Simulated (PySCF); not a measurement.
C2H8OSSi2.
Geometry (PBE0-D3(BJ)/def2-SVP, Å), atoms numbered from 1 in this order:
```xyz
14
C2H8OSSi2 angstrom
C     -2.594   -0.005   -0.687
C     -2.177    1.139   -0.140
O     -0.909    1.457    0.195
Si     0.450    0.494    0.024
S      2.016    1.715    0.808
Si     3.655    0.356    0.482
H     -1.917   -0.830   -0.928
H     -3.653   -0.139   -0.909
H     -2.871    1.953    0.093
H      0.682    0.166   -1.413
H      0.295   -0.767    0.807
H      3.446   -0.927    1.219
H      3.819    0.047   -0.970
H      4.863    1.054    1.000
```

Computed with PySCF at PBE0/pcSseg-1, non-relativistic, on one gas-phase PBE0-D3(BJ)/def2-SVP geometry that isn't relaxed in the solvent. The solvent is an IEF-PCM continuum (van der Waals radii × 1.2). The model holds no explicit solvent molecules, cavitation or dispersion.

```
run  E − E(gas) (kcal/mol)  HOMO (eV)  HOMO–LUMO gap (eV)  dipole (D)
gas                   0.00      -7.13                6.75        1.76
  P                  -2.44      -7.11                6.85        2.28
  Q                  -3.46      -7.12                6.90        2.54
```

**Question.** The runs were made in chloroform and methanol. Which run belongs to which solvent?

**Answer.** P = chloroform, Q = methanol. The dielectric constants are 4.711 (chloroform), 32.61 (methanol), and the energy falls further as ε rises. In this model the ground state sees the solvent through ε alone.

**Question.** How constant is the ratio of the lowering to (ε − 1)/(2ε + 1)?

**Answer.** 
| solvent | (ε − 1)/(2ε + 1) | E − E(gas) (kcal/mol) | ratio (kcal/mol) | polarisation term (kcal/mol) |
| --- | --- | --- | --- | --- |
| chloroform | 0.356 | -2.44 | -6.9 | -2.73 |
| methanol | 0.477 | -3.46 | -7.2 | -4.06 |

The ratio changes by +5.7 % in size from chloroform to methanol. The polarisation term is half the interaction of the solute with the induced surface charges.
